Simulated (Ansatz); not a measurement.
The cluster Sn2Te3, 5 atoms. Hardware: 4 threads of Arm Neoverse V2 on a shared host.

In the def2 sets Sn, Te take a core potential; there is no spin–orbit coupling. Correlated methods freeze 20 core orbitals; core or outer-core shells of Sn, Te are correlated, in sets that lack core-valence functions.

Question: How many basis functions does each of these Ansatz runs have, and roughly what does it cost? PBE-D4/def2-TZVP, charge 0 singlet, energy and forces, from earlier orbitals; PBE0-D4/def2-SVP, charge 0 singlet, energy, from earlier orbitals; PBE-D4/def2-SVP, charge 0 singlet, energy, from earlier orbitals; PBE0-D4/def2-TZVP, charge 0 singlet, energy, from earlier orbitals; LC-ωPBE/def2-TZVP, charge 0 singlet, energy, from earlier orbitals; MP2/def2-TZVP, charge 0 singlet, energy, from earlier orbitals; PBE0-D4/def2-SVP, charge 0 singlet, relaxation, 6 steps; r2SCAN-D4/def2-TZVP, charge 0 singlet, energy, from earlier orbitals; CCSD(T)/def2-SVP, charge 0 singlet, energy, from earlier orbitals; r2SCAN0-D4/def2-TZVP, charge 0 singlet, energy, from earlier orbitals; HF/STO-3G, charge 0 singlet, energy; LDA (SPW92)/def2-TZVP, charge 0 singlet, energy, from earlier orbitals.

Answer: Other jobs shared the machine, so times can vary by a factor of up to 3. A dash marks memory too small to be measured apart from the calling script's.

```
                                                                         run  functions  fitting or Cholesky vectors  wall time  peak host memory (GiB)
            PBE-D4/def2-SVP, charge 0 singlet, energy, from earlier orbitals        130                         1542        2 s                       –
      LDA (SPW92)/def2-TZVP, charge 0 singlet, energy, from earlier orbitals        250                         1934      2.2 s                       –
           PBE0-D4/def2-SVP, charge 0 singlet, energy, from earlier orbitals        130                         1683      3.6 s                       –
PBE-D4/def2-TZVP, charge 0 singlet, energy and forces, from earlier orbitals        250                         1934        5 s                       –
                                         HF/STO-3G, charge 0 singlet, energy        135                         1577      5.5 s                    0.81
          LC-ωPBE/def2-TZVP, charge 0 singlet, energy, from earlier orbitals        250                         1934        7 s                    0.67
          PBE0-D4/def2-TZVP, charge 0 singlet, energy, from earlier orbitals        250                         2236        9 s                     1.3
        r2SCAN-D4/def2-TZVP, charge 0 singlet, energy, from earlier orbitals        250                         1934        9 s                       –
              MP2/def2-TZVP, charge 0 singlet, energy, from earlier orbitals        250                         2404       11 s                       1
       r2SCAN0-D4/def2-TZVP, charge 0 singlet, energy, from earlier orbitals        250                         2236       14 s                     1.3
                     PBE0-D4/def2-SVP, charge 0 singlet, relaxation, 6 steps        130                         1893       23 s                       –
           CCSD(T)/def2-SVP, charge 0 singlet, energy, from earlier orbitals        130                         1683       56 s                     1.1
```
